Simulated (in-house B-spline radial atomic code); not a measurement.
A fraction x of an electron is removed from 3p in Ca VI (Ca5+), starting from [Ne] 3s2 3p3 and keeping the highest spin. Method: non-relativistic revTPSS, spin-polarised, spherical fractional occupations, point nucleus. Calculated with a B-spline radial code for spherical atoms.

```
   x  E(x) - E(0) (eV)  3p up level (eV)
   0            0.0000           -98.513
 0.1            9.9455          -100.398
0.23           23.1571          -102.859
0.37           37.7435          -105.521
0.47           48.3910          -107.430
 0.5           51.6225          -108.004
0.51           52.7035          -108.196
0.72           75.8478          -112.230
0.87           92.8995          -115.127
0.97          104.5090          -117.065
   1          108.0297          -117.647
```

The exact functional would give a straight line between the two integer points. Deviations E(x) - E(0) - x[E(1) - E(0)], in eV: -0.857 at x = 0.1, -1.69 at x = 0.23, -2.227 at x = 0.37, -2.383 at x = 0.47, -2.392 at x = 0.5, -2.392 at x = 0.51, -1.934 at x = 0.72, -1.086 at x = 0.87, -0.28 at x = 0.97.

The curve lies below the straight line by up to 2.392 eV (at x = 0.5): convex, the delocalisation error that favours fractional charges.

(1) How well does Slater's transition state (minus the level at half occupation) give the ionisation energy?

Answers

(1) It gives 108.004 eV against 108.030 eV from the two total energies; NIST lists 108.78 eV, ground level to ground level.
